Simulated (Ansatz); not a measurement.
CH$_{3}$NZn from Hartree–Fock to CCSD(T)

Cartesian coordinates in Å:
```
C -0.3884 0.3665 -0.5029
N 0.0809 -0.7014 -0.0257
Zn 1.6753 0.1116 2.5072
H -1.0104 0.4284 -1.4021
H -0.1691 1.3084 0.0050
H -0.1883 -1.5134 -0.5815
```

Charge 0, multiplicity 1. For Zn the d shell is correlated and the shells below it are frozen. Scalar relativity is left out up to krypton. The bonds changed during the relaxation, so this is another structure than the one it started from. The structure was optimised at the PBE0-D4/def2-TZVP level. Frozen core, restricted reference, the Gaussian-basis code of Ansatz.

```json
{"basis": "def2-SVP", "HF (Eh)": "-1871.52018", "MP2 corr.": "-0.59138"}
{"basis": "def2-TZVPP", "HF (Eh)": "-1871.87683", "MP2 corr.": "-0.86213"}
{"basis": "def2-QZVPP", "HF (Eh)": "-1871.92133", "MP2 corr.": "-0.92328"}
```

(1) Estimate the CCSD correlation energy and the (T) correction in each basis where they were run (hartree).

Answers

(1) 
| basis | CCSD corr. | (T) |
| --- | --- | --- |
| def2-SVP | -0.60205 | -0.01868 |
| def2-TZVPP | -0.83945 | -0.03061 |
